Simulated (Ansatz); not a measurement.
```yaml
crystal:
  periodic: [false, false, false]
  atoms:
    - {symbol: C, position_ang: [-2.056465, -1.635180, -1.843370]}
    - {symbol: Ge, position_ang: [-0.629630, -0.743877, -0.938848]}
    - {symbol: O, position_ang: [-1.039728, 0.944409, -0.608340]}
    - {symbol: Si, position_ang: [-0.333216, 2.206580, 0.130028]}
    - {symbol: O, position_ang: [0.569648, 3.072815, -0.938009]}
    - {symbol: O, position_ang: [0.697051, 1.722658, 1.297474]}
    - {symbol: O, position_ang: [-1.481078, 3.175484, 0.741754]}
    - {symbol: O, position_ang: [0.860422, -0.747001, -1.871429]}
    - {symbol: Si, position_ang: [2.324115, -0.133451, -1.507412]}
    - {symbol: O, position_ang: [2.581981, 1.372447, -2.034072]}
    - {symbol: O, position_ang: [2.431116, -0.081345, 0.149614]}
    - {symbol: O, position_ang: [3.418989, -1.123269, -2.179309]}
    - {symbol: O, position_ang: [-0.173138, -1.466768, 0.612585]}
    - {symbol: Si, position_ang: [-0.930634, -1.401063, 2.058195]}
    - {symbol: O, position_ang: [-0.232352, -0.296362, 3.018787]}
    - {symbol: O, position_ang: [-2.491409, -1.081897, 1.670887]}
    - {symbol: O, position_ang: [-0.883246, -2.823879, 2.847560]}
    - {symbol: H, position_ang: [-2.288133, -1.109429, -2.769054]}
    - {symbol: H, position_ang: [-1.758230, -2.658158, -2.070398]}
    - {symbol: H, position_ang: [-2.928378, -1.642419, -1.190235]}
    - {symbol: H, position_ang: [0.089672, 3.602023, -1.578037]}
    - {symbol: H, position_ang: [1.470040, 1.211906, 0.981074]}
    - {symbol: H, position_ang: [-2.296752, 2.756086, 1.019305]}
    - {symbol: H, position_ang: [1.998868, 2.075826, -1.708895]}
    - {symbol: H, position_ang: [2.046710, -0.852632, 0.583373]}
    - {symbol: H, position_ang: [4.289701, -0.757211, -2.339594]}
    - {symbol: H, position_ang: [0.079493, 0.517757, 2.587524]}
    - {symbol: H, position_ang: [-3.138685, -1.187995, 2.369195]}
    - {symbol: H, position_ang: [-0.196714, -2.916024, 3.509647]}
basis:
  gaussian: {orbitals: def2-mTZVPP, fitting: {mean_field: cc-pVTZ-jkfit}}
total_charge: -3
magnetization: {spin_polarized: true, initial_magnetization: 1}
hamiltonian: {xc: {name: BHLYP}}
```

```sh
$ ansatz run in.yaml --threads 11 --pin off --events-out ev --progress --plain --max-ram 110592MiB --backend cuda --devices 0, --max-vram 75GiB
```

It prints (some lines left out):

```
Functional definition: BHLYP
1957 factors; integrals over basis functions are off by at most 2.2e-1 eV
mean field evaluation 1: about -105932.4154 eV, gradient 7.5e1 eV
mean field evaluation 2: about -105925.5351 eV, gradient 8.6e1 eV
mean field evaluation 4: about -105951.1133 eV, gradient 8.8e0 eV
mean field evaluation 8: about -105951.9747 eV, gradient 8.8e-1 eV
mean field evaluation 16: about -105952.1010 eV, gradient 2.3e-2 eV
mean field evaluation 64: about -105952.0813 eV, gradient 9.3e-2 eV
mean field evaluation 96: about -105952.1010 eV, gradient 1.4e-3 eV
mean field -105952.10104291 eV, -3893.6678964136 hartree, gradient 4.7e-5 eV, S^2 1.651392; 8 other end points of the search recorded, 0 dependent functions left out
reference -105952.10135180 eV, -3893.6679077650 hartree; 96, 95 occupied and 388, 389 virtual orbitals, 1957 factors
Total energy: -105952.10135180 eV, -3893.6679077650 hartree
```

Problem. Something in this input is off. What?

Solution. The charge is far from anything that the molecule holds. Self-consistency was reached. The result belongs to that input, not to the molecule as meant.
